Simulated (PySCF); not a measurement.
Stepwise substitution at one centre (Sn Cl-C2H5). All species are isolated molecules in the gas phase. One relaxed conformer stands for each flexible species; it need not be the lowest. Strings in code marks are SMILES.

The numbers are results of PBE-D3(BJ)/def2-TZVP // PBE0-D3(BJ)/def2-SVP run with PySCF, not measurements. Excitations are Tamm–Dancoff values on a coarser integration grid. The basis has no diffuse functions, so Rydberg states are missing or too high.

```csv
species,HOMO (eV),LUMO (eV),T1 excitation (TDA) (eV)
0 of 4 Cl replaced by C2H5,-8.30,-4.35,–
1 of 4 Cl replaced by C2H5 (`C[CH2][Sn]([Cl])([Cl])[Cl]`),[?],-3.09,4.15
"2 of 4 Cl replaced by C2H5 (`C[CH2][Sn]([Cl])([Cl])[CH2]C` (C–C–Sn–Cl torsion 56°, Cl–Sn–C–C torsion -56°))",-6.70,-1.79,4.60
4 of 4 Cl replaced by C2H5 (`C[CH2][Sn]([CH2]C)([CH2]C)[CH2]C`),[?],-0.22,5.48
```

### Question
What belongs in the gaps?

### Answer

- 1 of 4 Cl replaced by C2H5 (`C[CH2][Sn]([Cl])([Cl])[Cl]`), HOMO (eV): -7.50
- 4 of 4 Cl replaced by C2H5 (`C[CH2][Sn]([CH2]C)([CH2]C)[CH2]C`), HOMO (eV): -5.85
